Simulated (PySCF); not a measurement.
**Electron correlation in Zr(2+) (zirconium, charge +2)**

[Kr] 4d1 5p1, one real determinant (an excited configuration). Computed with PySCF 2.14 in def2-QZVPPD with the def2 core potential (28 electrons) (7s5p4d3f2g, 81 functions), with a scalar-relativistic core potential. Frozen: nothing; 10 electrons correlated.

| level | correlation energy (mhartree) |
| --- | --- |
| CCSD | -253.61 |
| (T) | -6.33 |
| CCSD(T) | -259.94 |

Diagnostics: T1 = 0.0090, D1 = 0.0377, largest double amplitude 0.030.

The real determinant used has ⟨L²⟩ near 8 against 12 for a pure F term, so it mixes terms.

Cost of the coupled-cluster step: of the order of 21 core-seconds, for 10 correlated electrons.

The reference is one real determinant that mixes LS terms of this configuration.

The basis has no tight functions for the innermost shells, so their pair energies are far from complete.

This basis was not built for core-valence correlation, so the inner-shell part is incomplete.
